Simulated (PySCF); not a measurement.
# B⁺ (boron, charge +1) across methods

[He] 2p2, high-spin 3P determinant (an excited configuration). Computed with PySCF 2.14 in x2c-QZVPPall (7s4p3d2f1g, 57 functions), with scalar relativity by spin-free X2C-1e.

| method | E (hartree) | mean ε 1s α (eV) | mean ε 1s β (eV) | mean ε 2p α (eV) | Σ⟨r²⟩ (bohr²) | ⟨S²⟩ |
| --- | --- | --- | --- | --- | --- | --- |
| r2SCAN0 | -23.9408 | -203.55 | -202.74 | -16.019 | 8.237 | 2.000 |
| PBE | -23.9322 | -193.87 | -193.01 | -14.669 | 8.262 | 2.000 |
| r2SCAN | -23.9509 | -197.02 | -196.21 | -14.930 | 8.203 | 2.000 |
| UHF | -23.84165 | -222.79 | -221.88 | -18.995 | 8.442 | 2.000 |
| PBE0 | -23.9258 | -201.28 | -200.40 | -15.854 | 8.272 | 2.000 |
| LDA | -23.6782 | -191.89 | -191.02 | -14.572 | 8.299 | 2.000 |
| r2SCANh | -23.9469 | -199.63 | -198.82 | -15.366 | 8.217 | 2.000 |
| wB97M-V | -23.9561 | -204.08 | -203.37 | -17.974 | 8.393 | 2.000 |

Q: Estimate the same row for HSE06.

A: E (hartree) = -23.9304; mean ε 1s α (eV) = -200.87; mean ε 1s β (eV) = -199.98; mean ε 2p α (eV) = -15.450; Σ⟨r²⟩ (bohr²) = 8.266; ⟨S²⟩ = 2.000.
